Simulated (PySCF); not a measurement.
## How methods differ on the excitation energy of P⁺

P⁺ [Ne] 3s2 3p2 (3P) → P⁺ [Ne] 3s2 3p1 4s1 (3P), as a difference of total energies. Computed with PySCF 2.14 in aug-cc-pVQZ-DK (7s6p4d3f2g, 84 functions), with the spin-free X2C one-electron Hamiltonian (Gaussian nucleus). Correlated levels: valence: [Ne] frozen. The calculations carry no spin-orbit coupling.

```csv
method,excitation energy (eV),error (eV)
UHF,10.505,-0.235
LDA,10.534,-0.206
PBE,10.502,-0.238
PBE0,10.654,-0.086
wB97X,10.925,+0.185
M06-2X,10.434,-0.306
MP2 (valence),10.706,-0.034
SCS-MP2 (valence),10.677,-0.063
```

Reference: 10.740 eV (measured; NIST levels, between the centres of gravity of the two terms).

Errors of the correlated levels include the incompleteness of this basis and the frozen core.
